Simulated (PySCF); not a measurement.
# S²⁺ (sulfur, charge +2) across methods

[Ne] 3s1 3p3, high-spin 5S determinant (an excited configuration). Computed with PySCF 2.14 in aug-cc-pwCVDZ (6s5p3d, 36 functions), with the non-relativistic Hamiltonian (point nucleus).

```json
{"method": "PBE0", "E (hartree)": "-396.4726", "mean ε 2p β (eV)": "-188.56", "mean ε 3s α (eV)": "-44.466", "mean ε 3p α (eV)": "-31.862", "Σ⟨r²⟩ (bohr²)": "15.35", "⟨S²⟩": "6.000"}
{"method": "CAM-B3LYP", "E (hartree)": "-396.6011", "mean ε 2p β (eV)": "-189.49", "mean ε 3s α (eV)": "-45.835", "mean ε 3p α (eV)": "-33.088", "Σ⟨r²⟩ (bohr²)": "15.37", "⟨S²⟩": "6.000"}
{"method": "r2SCAN", "E (hartree)": "-396.6050", "mean ε 2p β (eV)": "-184.61", "mean ε 3s α (eV)": "-42.862", "mean ε 3p α (eV)": "-30.694", "Σ⟨r²⟩ (bohr²)": "15.32", "⟨S²⟩": "6.000"}
{"method": "BLYP", "E (hartree)": "-396.5970", "mean ε 2p β (eV)": "-182.09", "mean ε 3s α (eV)": "-41.242", "mean ε 3p α (eV)": "-29.746", "Σ⟨r²⟩ (bohr²)": "15.36", "⟨S²⟩": "6.000"}
{"method": "UHF", "E (hartree)": "-396.13115", "mean ε 2p β (eV)": "-206.90", "mean ε 3s α (eV)": "-52.195", "mean ε 3p α (eV)": "-36.369", "Σ⟨r²⟩ (bohr²)": "15.44", "⟨S²⟩": "6.000"}
{"method": "B97-3", "E (hartree)": "-396.5479", "mean ε 2p β (eV)": "-189.12", "mean ε 3s α (eV)": "-44.378", "mean ε 3p α (eV)": "-31.704", "Σ⟨r²⟩ (bohr²)": "15.34", "⟨S²⟩": "6.000"}
{"method": "LDA", "E (hartree)": "-395.2058", "mean ε 2p β (eV)": "-182.01", "mean ε 3s α (eV)": "-41.472", "mean ε 3p α (eV)": "-30.090", "Σ⟨r²⟩ (bohr²)": "15.41", "⟨S²⟩": "6.000"}
{"method": "revPBE", "E (hartree)": "-396.5394", "mean ε 2p β (eV)": "-181.96", "mean ε 3s α (eV)": "-41.678", "mean ε 3p α (eV)": "-30.151", "Σ⟨r²⟩ (bohr²)": "15.35", "⟨S²⟩": "6.000"}
{"method": "PBE", "E (hartree)": "-396.4293", "mean ε 2p β (eV)": "-182.01", "mean ε 3s α (eV)": "-41.674", "mean ε 3p α (eV)": "-30.165", "Σ⟨r²⟩ (bohr²)": "15.37", "⟨S²⟩": "6.000"}
```
